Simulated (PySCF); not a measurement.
SMILES [CH3][Ga]([CH3])[Br] (C2H6BrGa), singlet, PBE0/def2-SVP optimised geometry.

```
10

Ga    -0.20    -0.16     0.00
Br    -1.15    -2.28     0.01
C     -1.51     1.29     0.00
H     -2.13     1.23    -0.90
H     -1.03     2.28     0.03
H     -2.17     1.19     0.87
C      1.76    -0.16     0.00
H      2.17     0.84    -0.15
H      2.13    -0.83    -0.79
H      2.12    -0.56     0.96
```

Density from PBE0/def2-TZVP in PySCF at that geometry.

Minimum of the electron density along straight lines between bonded atoms, close to the bond critical point (lines longer than 1.1 times the sum of covalent radii, or with two minima, are not listed):

| bond | length / Å | ρ at the minimum / e bohr⁻³ | ∇²ρ there / e bohr⁻⁵ | position (fraction from the first atom) |
|---|---|---|---|---|
| Ga1–Br2 | 2.324 | 0.080 | 0.15 | 0.43 |
| Ga1–C3 | 1.958 | 0.117 | 0.19 | 0.48 |
| C3–H4 | 1.101 | 0.266 | -0.87 | 0.64 |
| C3–H5 | 1.100 | 0.268 | -0.88 | 0.64 |
| C3–H6 | 1.101 | 0.266 | -0.87 | 0.64 |
| Ga1–C7 | 1.957 | 0.117 | 0.19 | 0.48 |
| C7–H8 | 1.100 | 0.268 | -0.88 | 0.64 |
| C7–H9 | 1.100 | 0.267 | -0.87 | 0.64 |
| C7–H10 | 1.102 | 0.265 | -0.86 | 0.64 |
